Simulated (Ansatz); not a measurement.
Ansatz (a first-principles code) input file for CH4O4, SMILES OC(O)(O)O, PBE/def2-SVPD. The structure is a stationary point at B3LYP-D3(BJ)/def2-SVP. The values are those of a single conformer.

Ansatz 0.2 input:
```yaml
crystal:
  periodic: [false, false, false]
  atoms:
    - {symbol: O, position_ang: [0.86992533, -0.77112711, -0.75536963]}
    - {symbol: C, position_ang: [0.00000000, 0.00000000, -0.00000000]}
    - {symbol: O, position_ang: [-0.77112709, -0.86992535, 0.75536963]}
    - {symbol: O, position_ang: [0.77112713, 0.86992535, 0.75536959]}
    - {symbol: O, position_ang: [-0.86992538, 0.77112711, -0.75536959]}
    - {symbol: H, position_ang: [0.35943330, -1.51643179, -1.10256867]}
    - {symbol: H, position_ang: [-1.51643176, -0.35943333, 1.10256871]}
    - {symbol: H, position_ang: [1.51643183, 0.35943333, 1.10256861]}
    - {symbol: H, position_ang: [-0.35943336, 1.51643180, -1.10256865]}
basis:
  gaussian:
    orbitals: def2-SVPD
hamiltonian:
  xc: {name: PBE}
```

Log of the run:

```
WARN ansatz: RAYON_NUM_THREADS=1 ignored (pool sized by the plan → 1); use --threads N
Functional definition: PBE
integrals: 0.06 GiB planned
1165 factors; their error is unknown
mean field: 0.51 GiB planned
mean field evaluation 1: about -9262.6187 eV, gradient 8.6e1 eV
mean field evaluation 2: about -9229.1997 eV, gradient 1.6e2 eV
mean field evaluation 4: about -9275.0664 eV, gradient 2.7e0 eV
mean field evaluation 8: about -9275.0833 eV, gradient 9.4e-3 eV
mean field evaluation 16: about -9275.0132 eV, gradient 3.4e-5 eV
mean field -9275.01315495 eV, -340.8504466147 hartree, gradient 3.2e-5 eV, S^2 0.000000; 0 other end points of the search recorded, 0 dependent functions left out
reference -9275.01320186 eV, -340.8504483384 hartree; 21, 21 occupied and 123, 123 virtual orbitals, 1165 factors
Total energy: -9275.01320186 eV, -340.8504483384 hartree
```

Self-consistency was reached.
